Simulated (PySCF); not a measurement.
Species: C₈H₁₅FO.
Numbering: `[CH3:1][CH:2]([CH3:3])[O:4][C@@H:5]1[CH2:6][CH2:7][C@H:8]([F:9])[CH2:10]1` (hydrogens: H11, H12, H13 on C1; H14 on C2; H15, H16, H17 on C3; H18 on C5; H19, H20 on C6; H21, H22 on C7; H23 on C8; H24, H25 on C10)

Computed geometry: GFN2-xTB, gas phase.

Task: List the bond lengths, angles and torsions at this level.

Result: 
| bond | length (bohr) |
| --- | --- |
| C1–C2 | 2.883 |
| C2–C3 | 2.891 |
| C2–O4 | 2.676 |
| O4–C5 | 2.658 |
| C5–C6 | 2.902 |
| C6–C7 | 2.878 |
| C7–C8 | 2.889 |
| C8–F9 | 2.615 |
| C8–C10 | 2.895 |
| C5–C10 | 2.927 |
| C1–H11, C1–H12, C1–H13 | 2.053 |
| C2–H14 | 2.088 |
| C3–H15, C3–H16, C3–H17 | 2.054 |
| C5–H18 | 2.080 |
| C6–H19 | 2.060 |
| C6–H20 | 2.056 |
| C7–H21 | 2.061 |
| C7–H22 | 2.057 |
| C8–H23 | 2.070 |
| C10–H24 | 2.058 |
| C10–H25 | 2.060 |

Bonds in one row agree within 0.02 bohr and their mean is given. A selection of angles:
| angle | degrees |
| --- | --- |
| C1–C2–C3 | 110.8 |
| C1–C2–O4 | 106.1 |
| C3–C2–O4 | 112.9 |
| C2–O4–C5 | 117.1 |
| O4–C5–C6 | 109.5 |
| O4–C5–C10 | 113.4 |
| C6–C5–C10 | 104.1 |
| C5–C6–C7 | 104.1 |
| C6–C7–C8 | 103.7 |
| C7–C8–F9 | 109.4 |
| C7–C8–C10 | 106.1 |
| F9–C8–C10 | 109.9 |
| C5–C10–C8 | 106.8 |

Torsions: C1–C2–O4–C5 168° (antiperiplanar); C2–O4–C5–C6 -145° (anticlinal); O4–C5–C6–C7 -156° (antiperiplanar); C5–C6–C7–C8 39° (synclinal); C6–C7–C8–F9 89° (synclinal); C7–C8–C10–C5 8° (synperiplanar); O4–C5–C10–C8 135° (anticlinal).

Of the pairs four or more bonds apart, H14···H18 is among the closest relative to their van der Waals radii: 2.24 Å, 93 % of the sum of Bondi's values. The 5-membered ring C5–C6–C7–C8–C10 has internal angles of 103.7° to 106.8° (sum 525°, against 540° for a flat polygon); it is puckered, 0.17 Å rms from its mean plane, widest ring torsion 39°. The C–C distances run from 1.523 Å (C6–C7, drawn single) to 1.549 Å (C5–C10, drawn single), a spread of 0.026 Å.

Point group: C1 (no symmetry element, even within 0.4 Å). Whether it is a minimum is left open (no frequencies). One conformer, not necessarily the lowest.
